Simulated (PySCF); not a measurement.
Ta(NH)F3 (singlet state).
Geometry (PBE0-D3(BJ)/def2-SVP, Å), atoms numbered from 1 in this order:
```
atom  x, y, z in Å
Ta1    0.0854   -0.0452   -0.4753
N2    -0.1921    0.0693    1.2509
H3    -0.3532    0.1298    2.2487
F4     1.9470   -0.0635   -0.7479
F5    -0.7187    1.4579   -1.2725
F6    -0.7053   -1.6444   -1.0732
```

The calculation used PySCF 2.14.0, PBE0-D3(BJ)/def2-SVP geometry optimisation, gas phase, def2 core potentials past Kr.

Which atoms are bound to Ta1, and at what distances?

4 atoms: N2 1.752 Å, F6 1.882 Å, F4 1.882 Å, F5 1.882 Å. The nearest atom not counted as bound is H3, at 2.76 Å.

List the angles at Ta1.

```json
{"angle": "F4–Ta1–F5", "degrees": "111.7", "distance of the outer atoms (Å)": "3.11"}
{"angle": "F5–Ta1–F6", "degrees": "111.4", "distance of the outer atoms (Å)": "3.11"}
{"angle": "F4–Ta1–F6", "degrees": "111.2", "distance of the outer atoms (Å)": "3.10"}
{"angle": "N2–Ta1–F6", "degrees": "107.6", "distance of the outer atoms (Å)": "2.93"}
{"angle": "N2–Ta1–F4", "degrees": "107.5", "distance of the outer atoms (Å)": "2.93"}
{"angle": "N2–Ta1–F5", "degrees": "107.3", "distance of the outer atoms (Å)": "2.93"}
```

What is the shape at Ta1?

Tetrahedral: angles from 107.3° to 111.7°; τ4 = (360° − α − β)/141° = 0.97 with α and β the two widest (0 for a square, 1 for a tetrahedron).

What are the other bond lengths?

N2–H3 1.013 Å.

What are the rotational constants (commonest isotopes, rigid rotor)?

A = 3154, B = 3141, C = 2752 MHz: an oblate symmetric top.

Point group: C3v (every atom within 0.08 Å of its image). Charge 0, singlet. Whether it is a minimum is left open (no frequencies).

Time: 60 s wall; peak memory 0.37 GiB. Hardware: one thread, Intel Xeon Platinum 8488C (x86_64), shared host. That covers the optimisation of the geometry.
